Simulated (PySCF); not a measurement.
Electronic absorption of C4H8F2OSi

C4H8F2OSi.
SMILES with atom numbers: `[CH3:1][O:2][SiH2:3][C:4]([CH3:5])=[C:6]([F:7])[F:8]` (hydrogens: H9, H10, H11 on C1; H12, H13 on Si3; H14, H15, H16 on C5)

Level of theory: TDDFT CAM-B3LYP/def2-SVPD, vertical, gas phase, core orbitals frozen in the response (PySCF 2.14.0, density-fitted response routines). The structure is a single GFN2-xTB conformer in the gas phase; no vibrational or solvent corrections. Torsions of this conformer, `[CH3:1][O:2][SiH2:3][C:4]([CH3:5])=[C:6]([F:7])[F:8]`: C1–O2–Si3–C4 180°, O2–Si3–C4–C5 0°.

```tsv
state	λ (nm)	E (eV)	f	|μ| (D)	symmetry	main configurations (H = HOMO, L = LUMO)
S1	183.0	6.77	0.0002	0.08	–	H→L (48%), H→L+1 (42%)
S2	180.3	6.88	0.0054	0.46	A″	H→L+1 (47%), H→L (24%), H→L+3 (17%)
S3	170.1	7.29	0.323	3.42	A′	H→L+2 (96%)
S4	167.2	7.41	0.0053	0.44	A″	H-1→L (69%), H-1→L+1 (10%)
S5	160.8	7.71	0.0017	0.24	–	H→L+3 (43%), H→L+4 (12%), H→L (11%)
S6	155.2	7.99	0.0089	0.54	A″	H→L+5 (42%), H-1→L+1 (14%), H-2→L+2 (9%)
S7	153.1	8.10	0.014	0.69	A′	H-2→L (75%), H-2→L+1 (8%)
S8	152.0	8.16	0.0070	0.48	A″	H-2→L+2 (47%), H-3→L+2 (26%), H→L+5 (22%)
```

Triplets (Tamm–Dancoff): T1 4.49 eV, H→L+2 (91%); T2 6.56 eV, H→L+1 (60%), H→L (29%); T3 6.69 eV, H→L (34%), H→L+1 (24%), H→L+3 (17%).

The lowest singlet lies at 6.77 eV (183 nm, vacuum ultraviolet) and is dark (f under 0.0005); its leading configuration is HOMO→LUMO (48%). The strongest level in the table is S3 at 7.29 eV (170 nm, f = 0.323). Löwdin shares by element: HOMO carbon 58% or more, fluorine 18% (atoms not listed hold the other 24%); LUMO silicon 28%, carbon 24% or more, oxygen 8% (atoms not listed hold the other 40%). Orbital energies (eV): HOMO-3 -11.09, HOMO-2 -10.41, HOMO-1 -9.84, HOMO -8.71, LUMO 0.94, LUMO+1 1.27, LUMO+2 1.41. The listed states span 1.38 eV, and the widest gap between neighbours is 0.41 eV (S2 to S3). The oscillator strengths of these states sum to 0.366; summed over the whole spectrum of an exact calculation they would give the number of electrons, 72 (Thomas–Reiche–Kuhn). Symmetry labels in Cs follow from the direction of the transition dipole and are given only for states with f of 0.002 or more. Singlets were solved by full linear response, triplets in the Tamm–Dancoff approximation.
